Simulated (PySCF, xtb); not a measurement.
C₄H₆F₂, SMILES C[C@@H](F)/C=C\F. The values are those of a single conformer.

Harmonic wavenumbers (cm⁻¹) from GFN2-xTB run with xtb at its own minimum, in rising order: 40, 150, 201, 244, 361, 443, 523, 753, 775, 847, 860, 935, 1039, 1050, 1090, 1143, 1221, 1280, 1296, 1321, 1394, 1469, 1485, 1714, 2910, 3048, 3052, 3058, 3073, 3116.

What does r2SCAN-D4/def2-SVP (PySCF) give at its own minimum? (An estimate is asked for; the answer gives what the named calculation found.)

35, 163, 254, 273, 387, 454, 557, 748, 803, 838, 919, 934, 1044, 1060, 1109, 1175, 1258, 1339, 1368, 1379, 1408, 1453, 1469, 1740, 3033, 3043, 3148, 3156, 3186, 3208. Paired by order, the mean absolute difference is 39 cm⁻¹ and the zero-point energies are 57.0 and 58.5 kcal/mol.
